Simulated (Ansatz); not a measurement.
A nudged elastic band was laid between two geometries of CH₅GeNS (9 atoms, charge 0, multiplicity 1).

These are results of RKS B3LYP-D4/def2-SVP (Ansatz), not measurements.

```
movable images  : 5
climbing image  : yes
spring          : 5.0 eV/Å²
optimiser       : quadratic models (default)
start path      : through a guess of the saddle point
force threshold : 0.05 eV/Å
iteration limit : 60
end points      : relaxed
```

First end point:

```xyz
9
Properties=species:S:1:pos:R:3
N -0.594 1.510 -0.731
Ge 0.488 0.062 -0.459
C 0.275 -0.974 1.149
S -0.326 -2.014 -0.319
H -0.717 1.765 -1.711
H -1.515 1.422 -0.303
H 1.840 0.266 -1.142
H -0.522 -0.698 1.850
H 1.159 -1.385 1.648
```

Last end point:

```xyz
9
Properties=species:S:1:pos:R:3
N -0.595 1.510 -0.732
Ge 0.488 0.061 -0.459
C 0.275 -0.974 1.149
S -0.326 -2.015 -0.319
H -1.516 1.423 -0.304
H -0.716 1.766 -1.711
H 1.840 0.267 -1.140
H -0.521 -0.698 1.851
H 1.160 -1.385 1.648
```

**Question.** Which bonds break or form, and what moves?

**Answer.** No bond is made or broken. The height of N1 over the plane of its neighbours goes from 0.34 to -0.34 Å. The two ends are copies of one structure, up to a mirror image or an exchange of like atoms.

**Question.** What energy profile does the band end with?

**Answer.** The run converged. The highest image is number 2 of 0 to 6, 1.7 kcal/mol above the ends, which have the same energy within 2 meV. A vibrational analysis at the climbing image gives one clearly imaginary mode, 150i cm⁻¹: a first-order saddle point.

```json
{"image": "0", "path coordinate (Å)": "0.00", "energy (kcal/mol)": "0.0", "height of N1 over the plane of its neighbours (Å)": "0.34"}
{"image": "1", "path coordinate (Å)": "0.74", "energy (kcal/mol)": "0.9", "height of N1 over the plane of its neighbours (Å)": "0.36"}
{"image": "2", "path coordinate (Å)": "1.49", "energy (kcal/mol)": "1.7", "height of N1 over the plane of its neighbours (Å)": "0.38"}
{"image": "3", "path coordinate (Å)": "2.11", "energy (kcal/mol)": "1.4", "height of N1 over the plane of its neighbours (Å)": "0.35"}
{"image": "4", "path coordinate (Å)": "2.72", "energy (kcal/mol)": "1.5", "height of N1 over the plane of its neighbours (Å)": "0.31"}
{"image": "5", "path coordinate (Å)": "3.34", "energy (kcal/mol)": "0.7", "height of N1 over the plane of its neighbours (Å)": "-0.28"}
{"image": "6", "path coordinate (Å)": "3.96", "energy (kcal/mol)": "0.0", "height of N1 over the plane of its neighbours (Å)": "-0.34"}
```

**Question.** What is the geometry of the highest image?

**Answer.** 
```xyz
9
Properties=species:S:1:pos:R:3:forces:R:3
N -0.578 1.471 -0.969 0.02 -0.01 0.01
Ge 0.575 0.132 -0.447 0.00 0.00 0.00
C 0.205 -1.001 1.084 0.00 0.02 0.00
S -0.174 -1.955 -0.498 0.00 0.00 0.00
H -1.391 1.093 -1.456 -0.01 0.01 0.00
H -0.916 2.028 -0.184 -0.01 0.00 -0.01
H 2.012 0.384 -0.902 0.00 0.00 0.00
H -0.681 -0.781 1.691 0.00 -0.01 0.00
H 1.037 -1.416 1.664 0.00 -0.01 0.00
```

**Question.** What are the harmonic wavenumbers there?

**Answer.** 150i, 178, 201, 382, 512, 529, 580, 671, 719, 749, 783, 893, 946, 995, 1398, 1546, 2181, 3098, 3194, 3511, 3602 cm⁻¹.

Run time: 3.5 min on 2 threads of Arm Neoverse V1 (shared host), peak memory 0.24 GiB.
